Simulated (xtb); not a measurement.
Sn(H)(F)(Me)2 (C₂H₇FSn), SMILES [F][SnH]([CH3])[CH3]. All values are semi-empirical tight-binding results from xtb (GFN2-xTB unless named), good for trends rather than for accurate numbers. Geometry optimised at GFN2-xTB.

Optimised geometry:

```xyz
11

Sn    -0.0448     0.0232    -0.2485
C      1.8333    -1.0432     0.0319
C     -1.8353    -0.7512     0.7173
F      0.2767     1.6894     0.7570
H     -0.2882     0.6773    -1.8128
H      1.7868    -2.0258    -0.4227
H      2.6473    -0.4782    -0.4078
H      2.0036    -1.1427     1.0990
H     -2.5743     0.0381     0.7932
H     -2.2471    -1.5807     0.1547
H     -1.5661    -1.0854     1.7141
```
Charge 0, spin multiplicity 1.

For metal compounds this method's bond lengths and energies can be far off.

Computed properties:
- orbital gap = 4.88 eV
- zero-point energy = 48.1 kcal/mol
- G − E(el) at 298.15 K (modified RRHO) = 27.0 kcal/mol

**Question.** Give the atomic charges and the Wiberg bond orders between heavy atoms. (Estimate from the structure and the level; the computed values follow.)

**Answer.** charges (e) Sn1 0.28, C2 -0.14, C3 -0.14, F4 -0.35, H5 -0.01, H6 0.05, H7 0.06, H8 0.07, H9 0.07, H10 0.05, H11 0.06. Bond orders Sn1–C2 0.69, Sn1–C3 0.69, Sn1–F4 0.89.
